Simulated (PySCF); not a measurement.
C4H10B, SMILES CC[B]CC, multiplicity 2.

Geometry: r2SCAN-D4/def2-SVP. The isomer is the one that the SMILES or the coordinates give; other isomers of the formula were not compared. One conformer was computed; it need not be the lowest.

Computed with r2SCAN-D4/def2-SVP in PySCF.

Frequencies are harmonic and unscaled.

Computed harmonic wavenumbers and intensities:
| mode | ν (cm⁻¹) | IR (km/mol) | moving atoms (share of kinetic energy) |
|---|---|---|---|
| 1 | 17 | 4.7 | H 72 %, C 17 %, B 10 % |
| 2 | 27 | 1.4 | H 49 %, B 27 %, C 24 % |
| 3 | 136 | 0.1 | C 56 %, H 30 %, B 14 % |
| 4 | 212 | 0.8 | H 81 %, C 19 % |
| 5 | 251 | 3.3 | H 83 %, B 11 % |
| 6 | 282 | 1.2 | C 66 %, H 28 % |
| 7 | 455 | 0.3 | H 76 %, C 24 % |
| 8 | 495 | 1.5 | C 55 %, H 27 %, B 18 % |
| 9 | 616 | 2.7 | H 61 %, C 25 %, B 14 % |
| 10 | 783 | 4.7 | B 42 %, C 33 %, H 24 % |
| 11 | 901 | 6.6 | H 93 % |
| 12 | 939 | 13.7 | H 57 %, C 35 % |
| 13 | 947 | 3.2 | H 83 %, C 14 % |
| 14 | 973 | 0.6 | H 74 %, C 22 % |
| 15 | 1044 | 6.4 | C 64 %, H 30 % |
| 16 | 1049 | 4.5 | H 43 %, C 40 %, B 17 % |
| 17 | 1111 | 31.2 | H 52 %, B 25 %, C 23 % |
| 18 | 1230 | 0.7 | H 77 %, C 23 % |
| 19 | 1235 | 0.1 | H 79 %, C 21 % |
| 20 | 1266 | 1.4 | H 54 %, C 45 % |
| 21 | 1337 | 71.4 | H 45 %, C 38 %, B 17 % |
| 22 | 1368 | 4.4 | H 82 %, C 15 % |
| 23 | 1377 | 4.1 | H 85 %, C 13 % |
| 24 | 1386 | 2.5 | H 84 %, C 15 % |
| 25 | 1391 | 0.3 | H 78 %, C 22 % |
| 26 | 1470 | 6.7 | H 96 % |
| 27 | 1473 | 9.3 | H 96 % |
| 28 | 1475 | 2.8 | H 97 % |
| 29 | 1477 | 13.4 | H 97 % |
| 30 | 2958 | 24.2 | H 94 % |
| 31 | 2999 | 10.7 | H 94 % |
| 32 | 3001 | 7.1 | H 91 %, C 9 % |
| 33 | 3026 | 37.0 | H 97 % |
| 34 | 3031 | 43.5 | H 97 % |
| 35 | 3040 | 2.2 | H 91 %, C 9 % |
| 36 | 3116 | 28.8 | H 91 %, C 9 % |
| 37 | 3122 | 21.0 | H 91 %, C 9 % |
| 38 | 3122 | 26.0 | H 91 %, C 9 % |
| 39 | 3131 | 20.7 | H 91 %, C 9 % |
